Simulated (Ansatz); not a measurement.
**Energy profile**

The step: GaH₃ + H₂O → GaH₃O ([OH][GaH2]) + H₂; bonds formed: H2–H5; dative contacts that become bonds: Ga1–O6; bonds broken: Ga1–H2, H5–O6 (atoms numbered as in the saddle structure below).

Ga1  (-0.556, 0.339, -0.475)
H2  (0.574, -1.060, -0.823)
H3  (0.113, 1.631, -1.035)
H4  (-2.019, -0.174, -0.586)
H5  (0.667, -0.875, 0.150)
O6  (0.272, -0.228, 1.218)
H7  (0.950, 0.367, 1.550)
(Å)

Electronic energies by CCSD(T) at an estimated basis limit (MP2 extrapolated from triple and quadruple zeta, plus CCSD(T) − MP2 in triple zeta), on PBE0-D4/def2-TZVP structures; GaH5O, singlet; no counterpoise correction. Program: Ansatz 0.2.0. Basis: def2-TZVPP and def2-QZVPP. Cores are frozen in the correlated methods. Filled d shells of the heavier atoms are correlated. The def2 sets are not built for correlating such inner shells, so the correlated values are less sure here. Extrapolation: Hartree–Fock as exp(−7.88 √X), correlation as X^−2.97.

**Question.** Give the profile in kcal/mol, counted from the separated reactants. (To be estimated.)

**Answer.** By the calculation:
```json
{"point": "separated: GaH3 (Ga1, H2, H3, H4; singlet) + H2O (H5, O6, H7; singlet)", "kcal/mol": "0.00"}
{"point": "start structure", "kcal/mol": "-14.45"}
{"point": "saddle", "kcal/mol": "10.30"}
{"point": "end structure", "kcal/mol": "-13.99"}
{"point": "separated: GaH3O (linked as [OH][GaH2]; Ga1, H3, H4, O6, H7; singlet) + H2 (H2, H5; singlet)", "kcal/mol": "-12.80"}
```

The T1 diagnostic stays at or below 0.016.

The step is the kind of ligand exchange by which a precursor binds to a hydroxyl group, or is hydrolysed, in atomic layer deposition of oxides.

For scale, one of the runs: CCSD(T)/def2-TZVPP, 149 basis functions, launched by `ansatz run in.yaml --threads 2 --pin off --events-out ev --progress --plain --max-ram 4352MiB`. Hardware: 2 CPU threads of an Arm Neoverse V1, shared host. Wall time 24 s; peak host memory 0.95 GiB.
